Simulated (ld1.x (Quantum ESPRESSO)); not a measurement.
Cd, PAW: configuration errors across variants

```json
{
 "Element": "Cd (Z = 48)",
 "Generator": "ld1.x (Quantum ESPRESSO) 7.5",
 "Type": "PAW",
 "Functional": "BP86",
 "Relativity": "scalar-relativistic",
 "Frozen core": "[Ar] 3d10",
 "Valence charge": "20",
 "Reference configuration": "4s2 4p6 4d10 5s1 5p1",
 "Partial waves": "4s (bound): rcut 1.35, rcutus 1.60 bohr; 5s (bound): rcut 1.35, rcutus 1.60 bohr; 4p (bound): rcut 1.30, rcutus 1.45 bohr; 5p (bound): rcut 1.30, rcutus 1.45 bohr; 4d (bound): rcut 1.00, rcutus 1.20 bohr; 4d channel at 1.7 Ry: rcut 1.00, rcutus 1.20 bohr",
 "Local potential": "all-electron potential smoothed inside 1.20 bohr (lloc = -1)",
 "Core correction": "Bessel-smoothed model core inside 0.80 bohr",
 "Augmentation charge": "BESSEL, radius 0.95 bohr"
}
```

All-electron excitation energies from the reference (eV): (1) 4s2 4p6 4d10 5s2 5p0 -4.721; (2) 4s2 4p6 4d10 5s1 5p0 4.750; (3) 4s2 4p6 4d10 5s0 5p0 21.976; (4) 4s2 4p6 4d8 5s0 5p0 114.200; (5) 4s2 4p6 4d10 5s1.5 5p0 -0.912; (6) 4s2 4p6 4d10 5s0 5p2 5.032; (7) 4s2 4p6 4d9 5s0 5p0 60.068.

The overlap operator is not positive definite (basis up to 400 Ry) in “base”, “waves 4p (bound): rcut 1.30, rcutus 1.48 bohr; 5p (bound): rcut 1.30, rcutus 1.48 bohr”, “waves 4p (bound): rcut 1.30, rcutus 1.62 bohr; 5p (bound): rcut 1.30, rcutus 1.62 bohr”, “waves 4p (bound): rcut 1.30, rcutus 1.74 bohr; 5p (bound): rcut 1.30, rcutus 1.74 bohr”, “waves 4p (bound): rcut 1.30, rcutus 1.86 bohr; 5p (bound): rcut 1.30, rcutus 1.86 bohr”. Such files are unfit for use, however small their errors in these radial tests.

5 further variants failed, have other tests or too few solved ones, and are left out.

Errors AE − PS in meV (a dash: test not solved or not reliable):

```tsv
change	(1)	(2)	(3)	(4)	(5)	(6)	(7)	bound ghosts
base	+1.0	-0.8	-3.8	-11	+0.2	-0.5	-8.1	not determined (overlap not positive)
waves 4p (bound): rcut 1.30, rcutus 1.48 bohr; 5p (bound): rcut 1.30, rcutus 1.48 bohr	+1.0	-0.7	-3.8	-8.1	+0.3	-0.3	-7.7	not determined (overlap not positive)
waves 4p (bound): rcut 1.30, rcutus 1.62 bohr; 5p (bound): rcut 1.30, rcutus 1.62 bohr	+2.0	+0.6	-2.1	+25	+1.4	+2.0	-4.0	not determined (overlap not positive)
waves 4p (bound): rcut 1.30, rcutus 1.74 bohr; 5p (bound): rcut 1.30, rcutus 1.74 bohr	+9.5	+12	+14	+312	+11	+20	+23	not determined (overlap not positive)
waves 4p (bound): rcut 1.30, rcutus 1.86 bohr; 5p (bound): rcut 1.30, rcutus 1.86 bohr	+0.7	-11	-26	–	–	–	–	not determined (overlap not positive)
```

Give the same row for: waves 4p (bound): rcut 1.30, rcutus 2.00 bohr; 5p (bound): rcut 1.30, rcutus 2.00 bohr.

+0.6, -1.0, -3.9, -2.1, -0.1, -0.3, -5.9; bound ghosts: none.
